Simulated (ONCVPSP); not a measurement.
Configuration tests for oxygen (O) (ONCV)

ONCVPSP 4.0.1 input, shortened (lines: element, Z, core and valence counts, functional; n l f; lmax; l rc ep ncon nbas qcut; lloc lpopt rc5 dvloc0; l nproj debl; icmod fcfact rcfact), LDA (Perdew-Wang 92), scalar-relativistic:

```
  O 8.00    1    2  -001012      upf
    1    0    2.00
    2    0    2.00
    2    1    3.50
    1
    0    0.60    0.00    4    8   13.20
    1    2.10    0.00    5    8    7.50
    4    2    0.55    3.00
    0    2    0.70
    1    2    1.80
    0    0.00    0.00
```

In the s channel the program set the typed energies aside and used -1.145, 0.250 Ha.

Energies are relative to the spin-unpolarised reference configuration 2s2 2p3.5; without spin polarisation the order of configurations can differ from experiment.

(1) Give the all-electron excitation energy and the error of the potential for: 2s2 2p4; 2s2 2p3; 2s2 2p2; 2s2 2p0.

Levels in the configuration 2s2 2p4:

```tsv
level	all-electron (eV)	pseudo (eV)
2s	-23.754	-23.736
2p	-9.198	-9.247
```

Note: ghosts flagged at negative energy: s at -412.7 eV; no localised positive-energy state flagged. A true bound ghost makes a file unfit for plane-wave use.

## Answers

(1)

```csv
valence configuration,charge,ΔE all-electron (eV),error AE − PS (meV)
2s2 2p4,0,-6.366,+16
2s2 2p3,+1,10.219,+30
2s2 2p2,+2,43.932,+465
2s2 2p0,+4,174.866,+5306
```
